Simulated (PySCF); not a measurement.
The vertical singlet excitations below were computed for one of the candidates. Method: TDDFT PBE0/def2-SVPD, vertical, gas phase, core orbitals frozen in the response (PySCF). Geometries: GFN2-xTB, one conformer each.

```
state  ν̃ (cm⁻¹)       f   main configurations (H = HOMO, L = LUMO)
   S1      54440  0.0016                                  H→L (89%)
   S2      57450  0.0003                    H→L+1 (80%), H-1→L (9%)
   S3      59720  0.0077                                H→L+2 (79%)
   S4      59910  0.0016    H-2→L (22%), H-1→L+1 (16%), H→L+2 (15%)
   S5      60890   0.016     H-1→L (67%), H-2→L+1 (10%), H→L+1 (8%)
   S6      61170  0.0040  H-2→L (32%), H-1→L+1 (28%), H-3→L+1 (10%)
```

Question: Which candidate is it? All have the formula C8H9N.
A. `[C@@H]12C[C@@]3(C#N)[C@@H]([C@@H]1[C@H]32)C`
B. `C=C1C[C@@H]1n1cccc1`
C. `C=NC1=CC=CC(C)=C1`
D. `C=C/C=C(/C#N)C(=C)C`

Answer: A. Its S1, at 6.75 eV, is the highest among the candidates; the nearest of the others has S1 at 4.78 eV. S1 is HOMO→LUMO (89%). Löwdin shares by element: HOMO carbon 67% or more (atoms not listed hold the other 33%); LUMO carbon 42% or more, nitrogen 25% (atoms not listed hold the other 33%). At the same level the other candidates give, for their lowest levels:
- `C=Nc1cccc(C)c1`: 4.14 eV (f 0.075); 4.84 eV (f 0.002); 5.53 eV (f 0.071); 5.65 eV (f 0.120); 6.01 eV (f 0.006); T1 3.25 eV; HOMO -6.53, LUMO -1.11 eV
- `C=C1C[C@@H]1n1cccc1`: 4.78 eV (f 0.004); 5.38 eV (f 0.020); 5.94 eV (f 0.001); 6.32 eV (f 0.074); 6.43 eV (f 0.019); T1 4.19 eV; HOMO -6.07, LUMO -0.39 eV
- `C=C/C=C(/C#N)C(=C)C`: 4.45 eV (f 0.355); 5.16 eV (f 0.160); 5.85 eV (f 0.279); 5.96 eV (f 0.011); 6.37 eV (f 0.002); T1 2.55 eV; HOMO -7.02, LUMO -2.18 eV
Triplets come from the Tamm–Dancoff approximation.
